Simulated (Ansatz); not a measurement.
`C[N]=[W]([NH2])([NH2])=[N]C`. Total charge 0; spin multiplicity 1. W takes the def2 core potential. The structure was optimised at the PBE0-D4/def2-TZVP level. It is one conformer, not always the lowest.

```xyz
17

C    -1.520    2.135   -0.752
N    -0.403    1.264   -0.701
W     0.667   -0.070   -0.293
N     2.282    0.714    0.513
N     1.011   -1.061   -1.958
N     0.023   -1.224    0.868
C    -0.830   -1.887    1.783
H    -1.236    3.147   -0.442
H    -1.913    2.201   -1.773
H    -2.333    1.799   -0.100
H     2.815    0.275    1.246
H     2.577    1.666    0.368
H     1.146   -2.058   -2.001
H     0.906   -0.667   -2.879
H    -1.041   -2.909    1.447
H    -0.360   -1.957    2.771
H    -1.788   -1.368    1.903
```

Q: What is the dipole moment at B3LYP/def2-TZVPP? (An estimate is asked.)

A: The calculation gave: 0.00 D, zero by symmetry or nearly so.

Q: Give the Mulliken charges with B3LYP, ωB97M-V, PBE in def2-TZVPP. (Estimate.)

A: Ansatz gave: 
| atom | B3LYP | ωB97M-V | PBE |
| --- | --- | --- | --- |
| C1 | -0.13 | -0.19 | -0.14 |
| N2 | -0.36 | -0.36 | -0.28 |
| W3 | 0.73 | 0.75 | 0.50 |
| N4 | -0.45 | -0.41 | -0.42 |
| N5 | -0.45 | -0.41 | -0.42 |
| N6 | -0.36 | -0.36 | -0.28 |
| C7 | -0.13 | -0.19 | -0.14 |
| H8 | 0.09 | 0.11 | 0.09 |
| H9 | 0.09 | 0.11 | 0.09 |
| H10 | 0.09 | 0.11 | 0.09 |
| H11 | 0.15 | 0.13 | 0.16 |
| H12 | 0.15 | 0.13 | 0.16 |
| H13 | 0.15 | 0.13 | 0.16 |
| H14 | 0.15 | 0.13 | 0.16 |
| H15 | 0.09 | 0.11 | 0.09 |
| H16 | 0.09 | 0.11 | 0.09 |
| H17 | 0.09 | 0.11 | 0.09 |

B3LYP here is the variant with VWN-RPA as its local correlation; programs differ in this.
